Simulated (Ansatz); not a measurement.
Frontier orbitals of CH$_{9}$N$_{3}$OSi (`CO[Si](N)(N)N`).

| atom | x (Å) | y (Å) | z (Å) |
| --- | --- | --- | --- |
| C1 | -1.4130 | 1.2129 | -1.1084 |
| O2 | -0.1482 | 1.1694 | -0.5009 |
| Si3 | 0.4538 | -0.1678 | 0.2465 |
| N4 | -0.6620 | -0.5474 | 1.4947 |
| N5 | 2.0534 | 0.3360 | 0.5682 |
| N6 | 0.5755 | -1.6285 | -0.6235 |
| H7 | -1.6112 | 2.2397 | -1.4237 |
| H8 | -2.2066 | 0.8982 | -0.4212 |
| H9 | -1.4522 | 0.5679 | -1.9943 |
| H10 | -1.0217 | 0.1867 | 2.0828 |
| H11 | -0.5648 | -1.4072 | 2.0091 |
| H12 | 2.2557 | 1.3193 | 0.6334 |
| H13 | 2.6679 | -0.2139 | 1.1434 |
| H14 | 1.2987 | -1.7539 | -1.3107 |
| H15 | -0.2254 | -2.2115 | -0.7954 |

Charge 0, multiplicity 1. The geometry is a stationary point of PBE0-D4/def2-TZVP. It is one conformer, not always the lowest. Basis def2-TZVPP, Ansatz.

Orbital energies of one run (eV). Highest occupied ones, from the top: -6.17, -6.68, -7.05, -7.53, -8.07, -10.29, -10.57, -11.47, -11.56, -11.80, -12.61, -12.96, -13.09, -14.03. Empty: 0.99, 2.06, 2.16, 2.69, 2.95, 3.16.

Q: Which functional gave them?
A. LDA (SPW92)
B. r2SCANh
C. ωB97X-V
D. PBE0

A: B. HOMO energies: r2SCANh -6.17, ωB97X-V -9.26, LDA (SPW92) -5.49, PBE0 -6.78 eV.
